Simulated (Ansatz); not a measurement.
Cost and result up the ladder for Si4Ge3 (7 atoms). Charge 0, multiplicity 1. Geometry: PBE-D4/def2-SVP.

```xyz
7

Si   -2.362    0.888    0.297
Si    1.601   -0.019   -0.045
Si   -0.435    1.198   -0.985
Si   -0.373    0.540    1.471
Ge    1.190   -1.205    2.009
Ge    1.079   -0.025   -2.395
Ge   -0.701   -1.377   -0.351
```

Ansatz on 4 threads of Arm Neoverse V2 on a shared host. Times are rough, and most runs start from the orbitals of an earlier one. ωB97X-V/def2-TZVP serves as the yardstick here, not as an exact answer. Differences are given only for rows in sets of like size (and for xTB, whose basis is part of the method), since another set adds its own error. Binding counts from free atoms at the same level (Si triplet, Ge triplet; other spins of the atoms weren't run), without zero-point energy or a counterpoise term.

Correlated methods freeze 47 core orbitals; core or outer-core shells of Ge are correlated, in sets that lack core-valence functions. The rows differ in basis, and correlated rows in double-zeta sets carry the largest basis error. Another isomer (singlet) lies 0.05 eV lower at PBE0-D4/def2-TZVP; other spin states weren't run for this one.

Correlated methods converge slowly with the basis, most of all in double-zeta sets.

| level | functions | wall time | binding energy per atom (eV) | difference from ωB97X-V/def2-TZVP (eV) |
| --- | --- | --- | --- | --- |
| PBE-D4/def2-TZVP (with forces) | 292 | 7.5 s | 3.53 | 0.30 |
| r2SCAN-D4/def2-TZVP | 292 | 16 s | 3.41 | 0.18 |
| PBE0-D4/def2-TZVP | 292 | 22 s | 3.39 | 0.16 |
| B97M-V/def2-TZVP | 292 | 27 s | 3.46 | 0.23 |
| ωB97X-V/def2-TZVP | 292 | 41 s | 3.23 | 0.00 |
| CCSD(T)/def2-SVP | 168 | 48 s | 2.86 | – |
